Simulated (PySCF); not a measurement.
S3, SMILES [S]S[S-], charge -1, multiplicity 2. Atoms are numbered in the order given.

```xyz
3

S      0.0000     0.0000     0.7296
S      0.0000     1.7156    -0.3648
S      0.0000    -1.7156    -0.3648
```
Charge -1, spin multiplicity 2.

Geometry: B3LYP-D3(BJ)/def2-SVPD.

The numbers are results of ωB97X/def2-TZVPD run with PySCF, not measurements.

Mulliken values depend strongly on the basis, most of all with diffuse functions as here. ESP charges are fitted to the potential on shells at 1.4 to 2.0 van der Waals radii. Atomic charges (e):

| atom | meta-Löwdin | ESP fit | Mulliken | Mulliken spin |
|---|---|---|---|---|
| S1 | 0.15 | ___ | 0.02 | 0.40 |
| S2 | -0.58 | ___ | -0.51 | 0.30 |
| S3 | -0.58 | ___ | -0.51 | 0.30 |

### Question
Some entries are withheld; supply them. (The exact figures need the calculation; the answer reports its results.)

### Answer

- S1, ESP fit: -0.07
- S2, ESP fit: -0.47
- S3, ESP fit: -0.47
